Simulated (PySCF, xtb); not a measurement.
C2H5Se, SMILES CC[Se] (connectivity only; charge and spin as stated), charge -1, multiplicity 1.

GFN2-xTB (xtb) at its own geometry gives an orbital gap of 4.84 eV.

Geometry: B3LYP-D3(BJ)/def2-SVPD. The spin state was assumed, not searched. The isomer is the one that the SMILES or the coordinates give; other isomers of the formula were not compared.

Q: What does B3LYP/def2-TZVPD (PySCF) give? (Estimate from the structure and the level; the computed values follow.)

A: gap 3.42 eV (levels 0.15 and 3.58 eV).
